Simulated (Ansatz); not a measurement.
`N=C=C[O][AlH2]`, relaxed with RKS PBE0-D4/def2-TZVP in the Gaussian-basis code of Ansatz from a PBE-D4/def2-SVP geometry. The force threshold is 0.005 eV/Å; the program also tests the step.

Total charge 0; spin multiplicity 1.

Start:

```xyz
9

N    -0.947    2.014   -0.994
C    -0.187    1.421   -0.211
C     0.464    0.796    0.774
O     0.463   -0.550    0.987
Al    0.001   -2.010    0.177
H    -0.542    2.193   -1.934
H     1.079    1.395    1.469
H    -0.518   -1.946   -1.331
H     0.186   -3.314    1.063
```

```
         step  energy (eV)  largest force (eV/Å)  largest move (Å)
            1  -12264.8277                 1.073             0.000
            2  -12264.8775                 0.410             0.037
 3 (rejected)  -12264.8313                 1.169             0.161
            4  -12264.8798                 0.504             0.076
            5  -12264.8870                 0.273             0.029
            6  -12264.8888                 0.117             0.016
            7  -12264.8895                 0.063             0.069
            8  -12264.8901                 0.026             0.026
            9  -12264.8902                 0.027             0.009
           10  -12264.8907                 0.021             0.026
           11  -12264.8909                 0.093             0.106
12 (rejected)  -12264.8905                 0.104             0.023
           13  -12264.8917                 0.034             0.011
14 (rejected)  -12264.8917                 0.053             0.004
           15  -12264.8918                 0.019             0.002
           16  -12264.8920                 0.011             0.018
           17  -12264.8923                 0.016             0.040
           18  -12264.8924                 0.024             0.033
           19  -12264.8924                 0.019             0.015
           20  -12264.8925                 0.014             0.009
           21  -12264.8925                 0.009             0.001
           22  -12264.8925                 0.004             0.003
```

End:

```xyz
9

N    -0.982    1.988   -0.922
C    -0.215    1.390   -0.176
C     0.493    0.784    0.750
O     0.404   -0.537    1.049
Al    0.020   -1.949    0.183
H    -0.657    2.065   -1.888
H     1.205    1.361    1.329
H    -0.227   -1.841   -1.375
H    -0.041   -3.261    1.050
```

Run time 87 s (2 threads of an Arm Neoverse V2 on a shared host); peak host memory 0.42 GiB.
